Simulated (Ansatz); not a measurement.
The lowest doublet and quartet of CF (SMILES [C]F); geometries from B3LYP-D3(BJ)/def2-TZVP, each state relaxed from the structure named, with no frequency check.
Doublet (charge 0, multiplicity 2):
```xyz
2

C      0.0000     0.0000    -0.7653
F      0.0000     0.0000     0.5102
```

A positive gap puts the quartet lower; no zero-point energy. U- takes an unrestricted doublet. The quartet is unrestricted in single-reference levels. Active spaces average the two states.

Correlated levels freeze the cores.

Programs: Ansatz (Gaussian basis) for Hartree–Fock, density functionals and correlated methods. Each number belongs to the level named beside it.

Give the gap E(doublet) − E(quartet), vertical, at the doublet's geometry at the level SA-CASSCF(3,4)/cc-pVQZ.

-68.5 kcal/mol

Estimate the gap E(doublet) − E(quartet), vertical, at the doublet's geometry that FIC-MRCISD+Q on SA-CASSCF(3,4)/cc-pVQZ returns for this input.

-82.0 kcal/mol

Estimate the gap E(doublet) − E(quartet), vertical, at the doublet's geometry that U-PBE/def2-TZVPP returns for this input.

-81.4 kcal/mol

Ansatz is a quantum-chemistry and plane-wave program.
